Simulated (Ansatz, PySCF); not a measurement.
C2H8O3Sn, SMILES C[CH2][Sn]([OH])([OH])[OH] (connectivity only; charge and spin as stated), charge +1, multiplicity 2. Atoms are numbered in the order given.

```xyz
14

O      0.0608     1.8017     1.1162
Sn     0.3895     0.2014     0.0657
O      0.8525    -1.4116     1.0432
O      1.2624     0.4454    -1.6513
C     -1.8708    -0.2963    -0.6565
C     -2.3607    -1.5058     0.0221
H      0.0772     1.6744     2.0782
H      1.4598    -2.0095     0.5787
H      1.3797     1.3683    -1.9280
H     -2.2553     0.6841    -0.3356
H     -1.5812    -0.3599    -1.7168
H     -2.4603    -1.4008     1.1119
H     -1.8078    -2.4195    -0.2349
H     -3.3991    -1.6563    -0.3612
```
Charge +1, spin multiplicity 2.

Coordinates come from a PBE0-D3(BJ)/def2-SVP optimisation. The def2 effective core potentials stand for the cores of Sn; spin–orbit coupling is left out. One conformer was computed; it need not be the lowest.

Two levels are set side by side: PBE-D3(BJ)/def2-SVP (Ansatz, an electronic-structure program) and PBE0-D3(BJ)/def2-SVP (Ansatz). Each level has its own optimised geometry; the coordinates shown are those of the second. Frequencies come from the Hessian of PySCF at each geometry. Differences are taken from unrounded values.

```csv
quantity,PBE0-D3(BJ)
mean bond length (Å),1.396
bond O1–Sn2 (Å),1.942
bond Sn2–O3 (Å),1.942
bond Sn2–O4 (Å),1.942
bond Sn2–C5 (Å),2.425
bond C5–C6 (Å),1.471
bond O1–H7 (Å),0.971
bond O3–H8 (Å),0.971
bond O4–H9 (Å),0.971
bond C5–H10 (Å),1.101
bond C5–H11 (Å),1.101
bond C6–H12 (Å),1.099
bond C6–H13 (Å),1.098
bond C6–H14 (Å),1.117
highest harmonic wavenumber (cm⁻¹),3827
mean harmonic wavenumber (cm⁻¹),1244
zero-point energy (kcal/mol),64.01
```

Problem. What does PBE-D3(BJ) give, and how far is it from PBE0-D3(BJ)? (The exact figures need the calculation; the answer reports its results.)

Solution. 
| quantity | PBE-D3(BJ) | PBE-D3(BJ) minus PBE0-D3(BJ) |
|---|---|---|
| mean bond length (Å) | 1.409 | 0.013 |
| bond O1–Sn2 (Å) | 1.987 | 0.044 |
| bond Sn2–O3 (Å) | 1.984 | 0.042 |
| bond Sn2–O4 (Å) | 1.985 | 0.043 |
| bond Sn2–C5 (Å) | 2.366 | -0.059 |
| bond C5–C6 (Å) | 1.482 | 0.011 |
| bond O1–H7 (Å) | 0.984 | 0.013 |
| bond O3–H8 (Å) | 0.984 | 0.013 |
| bond O4–H9 (Å) | 0.984 | 0.013 |
| bond C5–H10 (Å) | 1.109 | 0.008 |
| bond C5–H11 (Å) | 1.109 | 0.008 |
| bond C6–H12 (Å) | 1.108 | 0.008 |
| bond C6–H13 (Å) | 1.107 | 0.009 |
| bond C6–H14 (Å) | 1.126 | 0.009 |
| highest harmonic wavenumber (cm⁻¹) | 3645 | -182 |
| mean harmonic wavenumber (cm⁻¹) | 1198 | -46 |
| zero-point energy (kcal/mol) | 61.66 | -2.35 |

GGA bonds tend to be longer and softer than those of functionals with exact exchange. Differences between two approximate levels are no errors against the true value.
